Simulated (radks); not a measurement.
Problem. Coherent X-ray form factor from a spherical all-electron density. Method: non-relativistic Kohn-Sham, LDA (Slater exchange, Perdew-Wang correlation), spin-unpolarised, spherical densities, point nucleus; computed with a radial shooting solver on a logarithmic mesh with Libxc functionals.

| sin(theta)/lambda (1/angstrom) | f0 (electrons) |
|---|---|
| 0.05 | 56.217 |
| 0.1 | 54.056 |
| 0.15 | 50.989 |
| 0.2 | 47.551 |
| 0.25 | 44.163 |
| 0.3 | 41.056 |
| 0.4 | 35.854 |
| 0.5 | 31.679 |
| 0.6 | 28.141 |
| 0.8 | 22.571 |
| 1 | 18.868 |
| 1.25 | 15.940 |
| 1.5 | 13.716 |
| 2 | 9.803 |

The species is in the configuration that NIST lists as its ground one. Which atom or ion scatters so?

Solution. The praseodymium ion Pr2+, [Xe] 4f3. Extrapolating in s^2 from the first two rows gives f0(0) = 56.9, near the electron count 57; among species with that count, the fall with angle is slower the higher Z, and the table is that of Z = 59; from so few rows the species is fixed only to a neighbour or two.
